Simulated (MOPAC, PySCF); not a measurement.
C3H8Si2, SMILES `CC1=C[Si@@H]1[SiH3]`, neutral singlet in the gas phase. 

Cartesian coordinates (Å):
SMILES: CC1=C[Si@@H]1[SiH3]
```xyz
13

C     -2.3119     0.4121    -0.0973
C     -1.0362    -0.3388    -0.0127
C     -0.5068    -1.3249     0.6984
Si     0.6746    -0.7165    -0.5447
Si     2.4619     0.6615     0.0535
H     -2.7474     0.3119    -1.0943
H     -2.1370     1.4787     0.0628
H     -3.0390     0.0619     0.6394
H     -0.8318    -1.9646     1.5087
H      0.9070    -1.4963    -1.7876
H      3.6836    -0.1311     0.3424
H      2.7891     1.6161    -1.0357
H      2.0939     1.4301     1.2671
```
Charge 0, spin multiplicity 1.

All levels are single points at this geometry (B3LYP-D3(BJ)/def2-TZVP); Pople sets use spherical d functions. Orbital energies aren't observables, and empty levels follow the basis.

```json
[
 {"level": "PBE-D3(BJ)/def2-TZVP in PySCF", "HOMO (eV)": "-6.08", "LUMO (eV)": "-1.24", "gap (eV)": "4.84", "dipole (D)": "1.26", "vertical IE, Delta-SCF (eV)": "8.86"},
 {"level": "ωB97X-D3(BJ)/def2-TZVP in PySCF", "HOMO (eV)": "-9.50", "LUMO (eV)": "1.62", "gap (eV)": "11.12", "dipole (D)": "0.97", "vertical IE, Delta-SCF (eV)": "9.21"},
 {"level": "B3LYP/3-21G in PySCF", "HOMO (eV)": "-6.96", "LUMO (eV)": "0.08", "gap (eV)": "7.04", "dipole (D)": "1.12", "vertical IE, Delta-SCF (eV)": "–"},
 {"level": "BP86/6-31G* in PySCF", "HOMO (eV)": "-6.03", "LUMO (eV)": "-0.90", "gap (eV)": "5.13", "dipole (D)": "1.34", "vertical IE, Delta-SCF (eV)": "–"},
 {"level": "PBE/6-31G* in PySCF", "HOMO (eV)": "-5.93", "LUMO (eV)": "-0.83", "gap (eV)": "5.10", "dipole (D)": "1.36", "vertical IE, Delta-SCF (eV)": "8.78"},
 {"level": "HF/3-21G in PySCF", "HOMO (eV)": "-9.43", "LUMO (eV)": "3.29", "gap (eV)": "12.72", "dipole (D)": "0.87", "vertical IE, Delta-SCF (eV)": "–"},
 {"level": "HF/6-31G* in PySCF", "HOMO (eV)": "-9.55", "LUMO (eV)": "3.13", "gap (eV)": "12.68", "dipole (D)": "0.80", "vertical IE, Delta-SCF (eV)": "–"},
 {"level": "AM1 in MOPAC", "HOMO (eV)": "-9.61", "LUMO (eV)": "-0.77", "gap (eV)": "8.84", "dipole (D)": "0.65", "vertical IE, Delta-SCF (eV)": "–"},
 {"level": "PM3 in MOPAC", "HOMO (eV)": "-9.01", "LUMO (eV)": "-1.33", "gap (eV)": "7.68", "dipole (D)": "0.50", "vertical IE, Delta-SCF (eV)": "–"}
]
```
